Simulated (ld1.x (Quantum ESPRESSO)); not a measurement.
# Before and after: PAW potential for Be

ld1.x (Quantum ESPRESSO) 7.5 input, shortened:

```
&input
   title='Be', zed=4., rel=0, dft='PW91', iswitch=3,
   config='[He] 2s1.5 2p0'
 /
 &inputp
   pseudotype=3, lpaw=.true., tm=.true., lloc=-1, rcloc=3.85,
   nlcc=.true., rcore=1.90,
   which_augfun='PSQ', rmatch_augfun_nc=.true.
 /
4
2S  1  0   1.50   0.00  1.90  2.20  0.0
2S  1  0   0.00   0.25  1.90  2.20  0.0
2P  2  1   0.00   0.00  4.30  4.50  0.0
2P  2  1   0.00   0.05  4.30  4.50  0.0
 &test
   configts(1)='2s1.5 2p0'
 /
```

Change: local potential all-electron potential smoothed inside 4.80 bohr (lloc = -1).

Cutoffs: the cutoffs (Ry, on a coarse ladder) from which the occupation-weighted sum of valence levels, in a spherical-Bessel basis at the reference potential, stays within 10 and 1 mRy of its value at 400 Ry; they do not see the model core or the augmentation charge, which bear on the density cutoff. Errors are all-electron minus pseudo energies relative to the spin-unpolarised reference configuration.

Task: How do hardness, ghosts and transferability respond?

Result: Both files are so soft that the ladder of cutoffs tells neither apart; of the 5 tests that both files solve, the error grows in 2 and shrinks in 1 by more than 15 % and 0.3 meV (median size 0.6 → 1.6 meV); neither file shows a bound ghost.

```json
{"quantity": "cutoff, loose", "base": "6 Ry", "changed": "6 Ry"}
{"quantity": "cutoff, tight", "base": "6 Ry", "changed": "6 Ry"}
{"quantity": "bound ghosts", "base": "none", "changed": "none"}
{"quantity": "error for 2s2 2p0, meV [ΔE -3.77 eV]", "base": "-0.3", "changed": "-0.4"}
{"quantity": "error for 2s1 2p0, meV [ΔE 5.80 eV]", "base": "-0.8", "changed": "-1.6"}
{"quantity": "error for 2s1 2p1, meV [ΔE -0.16 eV]", "base": "+0.6", "changed": "+0.3"}
{"quantity": "error for 2s0 2p1, meV [ΔE 9.72 eV]", "base": "-13", "changed": "-9.0"}
{"quantity": "error for 2s0 2p2, meV [ΔE 3.48 eV]", "base": "-0.2", "changed": "-2.1"}
{"quantity": "lowest overlap eigenvalue by channel", "base": "s 0.63, p 0.15", "changed": "s 0.74, p 0.10"}
```
